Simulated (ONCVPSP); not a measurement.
**Building the ONCV potential for copper (PBEsol, fully relativistic).**

- Element: copper (Cu)
- Generator: ONCVPSP 4.0.1
- Type: optimised norm-conserving Vanderbilt (ONCV)
- Functional: PBEsol
- Relativity: fully relativistic
- Frozen core: [Ar]
- Valence charge: 11
- Reference configuration: 3d10 4s1
- Partial waves: 4s: rc 2.30 bohr, ncon 4, nbas 8, qcut 3.5 1/bohr, 3 projectors, debl 3 Ha; p scattering state at 0.14 Ha: rc 2.25 bohr, ncon 4, nbas 8, qcut 4.4 1/bohr, 2 projectors, debl 1.9 Ha; 3d: rc 1.20 bohr, ncon 4, nbas 9, qcut 10.9 1/bohr, 1 projector
- Local potential: polynomial inside 0.85 bohr (lpopt 5, dvloc0 2 Ha)
- Core correction: Teter function, fcfact 4, rcfact 1.4

Open shells are filled in proportion to 2j + 1.

Problem. Estimate the cutoffs (Ha) at which the residual kinetic energy of the hardest occupied pseudo-wave falls to 1 and 0.1 mHa per electron.

Solution. 56 Ha and 153 Ha.

Problem. Does the potential have ghost states?

Solution. No bound ghost flagged; GHOST(+) flagged for s at 61.1 eV, p3/2 at 70.4 eV, p1/2 at 74.0 eV.

Problem. Which valence shell sets the plane-wave cutoff?

Solution. 3d: 56 Ha for 1 mHa per electron, against 5 Ha for 4s.

Its largest configuration-test error is +8.8 meV (3d9 4s0). 1 of 4 tests not solved or not reliable.
